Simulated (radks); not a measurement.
Question: These are the eigenvalues of the occupied orbitals of an atom or ion with whole-number occupations (eV). All-electron calculation, non-relativistic Kohn-Sham, LB94 model potential, spin-unpolarised, spherical densities, point nucleus. Program: a radial shooting solver on a logarithmic mesh with Libxc functionals.

1s: -75245.53
2s: -12632.47
2p: -12159.86
3s: -3001.306
3p: -2775.743
3d: -2353.330
4s: -663.9827
4p: -566.0261
4d: -385.4049
4f: -142.3219
5s: -118.6948
5p: -86.9118
5d: -37.3504

Which element is it, and in what charge state? The configuration may be excited.

Answer: Z = 80, mercury, charge +2: Hg2+ in [Xe] 4f14 5d10. The list shows which subshells hold electrons but not how many an open one holds; the 1s level, -2765.2 hartree, gives Z - s = 74.4 by -(Z - s)^2/2, which with screening narrows Z to a few neighbours, and the depths of the outer levels then fix element, charge and occupations together.
